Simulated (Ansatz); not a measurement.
Geometry optimisation, UKS PBE0-D4/6-31G* (Ansatz).

input.yaml

```yaml
crystal:
  periodic: [false, false, false]
  atoms:
    - { symbol: Si, position_ang: [0.0, 0.0, 0.0] }
    - { symbol: H, position_ang: [0.0, 0.0, 1.71] }
    - { symbol: "N", position_ang: [1.7163, 0.0, -0.6061] }
    - { symbol: H, position_ang: [2.2145, -0.918, -0.7868] }
    - { symbol: H, position_ang: [2.2175, 0.918, -0.7783] }
    - { symbol: "N", position_ang: [-0.8572, 1.4851, -0.6061] }
    - { symbol: H, position_ang: [-1.8773, 1.43, -0.8888] }
    - { symbol: H, position_ang: [-0.3367, 2.4058, -0.6766] }
    - { symbol: "N", position_ang: [-0.8572, -1.4851, -0.6061] }
    - { symbol: H, position_ang: [-1.3922, -2.1014, 0.0704] }
    - { symbol: H, position_ang: [-0.8219, -1.7344, -1.6357] }
    - { symbol: Cl, position_ang: [0.0, 0.0, 3.38] }
magnetization:
  spin_polarized: true
  initial_magnetization: 1
basis:
  gaussian: { orbitals: "6-31G*" }
hamiltonian:
  xc: pbe0
  dispersion: d4
relax:
  f_tol: 0.15
  max_steps: 25
  restrain:
    - { distance: [1, 11], at: 2.57, k: 30.0 }
    - { distance: [0, 1], at: 1.46, k: 30.0 }
```

Launched with:

```bash
$ ansatz run input.yaml --threads 4 --pin off --max-ram 5120MiB --backend cpu --events-out ev --progress --plain --runs-dir out
```

Question: Where does it end, and by what steps?

Answer: It converged. The restraints hold the end off the free minimum; the threshold counts their pulls, which the force column leaves out. Restrained pairs: H2–Cl12 (1.67 → 2.55 Å), Si1–H2 (1.71 → 1.48 Å). After 17 steps the energy has fallen by 0.737 eV (the restraints' own energy left out); Cl12 moved furthest, 1.32 Å.

| step | energy less start (eV) | largest force component (eV/Å) | accepted |
| --- | --- | --- | --- |
| 0 | 0.0000 | 2.542 | yes |
| 1 | -0.1995 | 2.518 | yes |
| 2 | -0.3249 | 2.259 | yes |
| 3 | -0.5060 | 1.109 | yes |
| 4 | -0.5705 | 1.174 | yes |
| 5 | -0.6054 | 1.104 | yes |
| 6 | -0.6248 | 1.015 | yes |
| 7 | -0.6214 | 1.062 | yes |
| 8 | -0.6620 | 1.046 | yes |
| 9 | -0.6744 | 1.040 | yes |
| 10 | -0.6789 | 0.942 | yes |
| 11 | -0.6824 | 0.938 | yes |
| 12 | -0.6870 | 0.951 | yes |
| 13 | -0.6911 | 1.094 | yes |
| 14 | -0.7061 | 0.933 | yes |
| 15 | -0.7137 | 0.861 | yes |
| 16 | -0.7286 | 1.000 | yes |
| 17 | -0.7374 | 0.953 | yes |

```xyz
12
Properties=species:S:1:pos:R:3
Si 0.099 0.115 -0.101
H 0.326 0.272 1.354
N 1.655 0.026 -0.824
H 2.450 -0.379 -0.347
H 1.910 0.583 -1.627
N -0.690 1.465 -0.823
H -1.700 1.451 -0.853
H -0.330 2.403 -0.711
N -0.930 -1.251 -0.257
H -1.143 -1.767 0.589
H -0.864 -1.861 -1.061
Cl -0.777 -1.055 3.238
```

The run took 62 s on 4 threads of Arm Neoverse V2 (shared host), peak memory 0.33 GiB.
